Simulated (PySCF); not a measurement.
Computed shifts of a molecule C3H3F3, PBE0/pcSseg-1 (PySCF), GIAO, gas phase, atoms alike by connectivity averaged where their shifts nearly agree, in ppm (number of nuclei): ¹⁹F: -153.4 (1), -168.6 (1), -246.4 (1). ¹³C: 114.3 (1), 74.5 (1), 22.2 (1). ¹H: 4.83 (1), 1.88 (1), 1.77 (1). References: ¹⁹F against CFCl3 (σ = 167.2 ppm); ¹³C against TMS (σ = 186.3 ppm); ¹H against TMS (σ = 31.56 ppm), references at their B3LYP-D3(BJ)/def2-TZVP geometries, non-relativistic. Geometry: r2SCAN-D4/def2-SVP. One conformer was computed; it need not be the lowest.

Problem. Which structure fits?
A. C=C(F)C(F)F
B. F/C=C\C(F)F
C. F[C@H]1CC1(F)F
D. CC(F)=C(F)F

Solution. C, F[C@H]1CC1(F)F
